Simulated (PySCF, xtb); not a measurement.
C₃H₃BrClF, SMILES C/C(Br)=C(\F)Cl.

GFN2-xTB in xtb at its own geometry gives an orbital gap of 4.11 eV and a dipole moment of 2.02 D.

The structure is a stationary point at B3LYP-D3(BJ)/def2-SVP. The structure was generated by enumeration; whether it is a known compound was not checked.

### Question
What does PBE0/def2-TZVP run with PySCF give? (Estimate from the structure and the level; the computed values follow.)

### Answer
gap 6.72 eV (levels -7.11 and -0.38 eV), dipole 1.32 D.
